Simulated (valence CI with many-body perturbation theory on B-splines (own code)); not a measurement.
**Basis-set convergence for Pm⁵⁵⁺**

Calculated by relativistic CI+MBPT: four valence electrons over a frozen Dirac-Fock core [He], a basis of 9 s, 9 p, 8 d, 6 f, 3 g, 1 h functions for each j, with the one-electron correlation potential Σ1 (screened to all orders), the two-electron term Σ2, the three-electron term Σ3, Breit, model QED; selected single and double excitations, second order for the rest, scaled by the run's own slope (own B-spline code, finite nucleus).

The last digits are not significant, and no measured levels were compared; by estimate large intervals hold to a few tenths of a per cent, small ones and those within an open d or f shell to about a per cent.

The reference run has the lowest level (2s^2 2p1/2^2) J=0 and an ionisation energy of 11820.4 eV. Its largest variational space holds 19999 state functions.

Levels are named by their leading jj configuration (3d3/2^4 stands for four electrons in 3d with j = 3/2), which in mixed levels can hold well under half, so a name can repeat and another be missing. Letters in brackets count levels of one name in rising energy.

Changed runs:
A. basis 6 s, 6 p, 5 d, 3 f, 1 g
B. basis 5 s, 5 p, 4 d, 2 f

Excitation energies of the reference run in cm⁻¹, and shifts in cm⁻¹:

| Level | Reference | A | B |
| --- | --- | --- | --- |
| (2s^2 2p1/2 2p3/2) J=1 | 4683090 | -26 | -222 |
| (2s^2 2p1/2 2p3/2) J=2 | 4820300 | +110 | +135 |
| (2s 2p1/2^2 2p3/2) J=2 | 6481430 | -63 | -298 |
| (2s 2p1/2^2 2p3/2) J=1 | 7043000 | +51 | +180 |
| (2s^2 2p3/2^2) J=2 | 9629250 | +40 | -95 |
| (2s^2 2p3/2^2) J=0 | 10015600 | +34 | +138 |
| (2s 2p1/2 2p3/2^2) J=2 [a] | 10992800 | -151 | -640 |
| (2s 2p1/2 2p3/2^2) J=3 | 11308400 | +92 | -34 |
| (2s 2p1/2 2p3/2^2) J=0 | 11671700 | -66 | -90 |
| (2s 2p1/2 2p3/2^2) J=1 [a] | 11814400 | +36 | +3.9 |
| (2s 2p1/2 2p3/2^2) J=2 [b] | 11896400 | +166 | +354 |
| (2s 2p1/2 2p3/2^2) J=1 [b] | 11923200 | +63 | +188 |
| Ionisation energy (eV) | 11820.4 | -0.006 | -0.086 |
